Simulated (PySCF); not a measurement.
# Structure and isotropic susceptibility

Method: GIAO HF/pcSseg-1 magnetisability, rotational g tensor and spin-rotation constants, non-relativistic, gas phase (PySCF 2.14.0). Geometry: GFN2-xTB.

Each molecule in one low-energy conformer. The parent is CN1CC=C1C1CC1.

(1) How does the isotropic susceptibility change along this series?
- CN1CC=C1C1CC1 (base)
- CN1BCC=C1C1CC1 (BH inserted into a N-C bond)
- CN1CC=C1C1C=C1 (C-C bond made double)
- CN1CC=C1[C@@H]1CCO1 (O inserted into a C-C bond)

Answers

(1) 
| molecule | χ, cgs (10⁻⁶ cm³/mol) | magnetisability anisotropy (10⁻³⁰ J/T²) |
| --- | --- | --- |
| CN1CC=C1C1CC1 | -83.6 | 187 |
| CN1BCC=C1C1CC1 | -92.7 | 393 |
| CN1CC=C1C1C=C1 | -72.8 | 263 |
| CN1CC=C1[C@@H]1CCO1 | -78.3 | 348 |

The isotropic susceptibility is lowest for CN1BCC=C1C1CC1 and highest for CN1CC=C1C1C=C1.
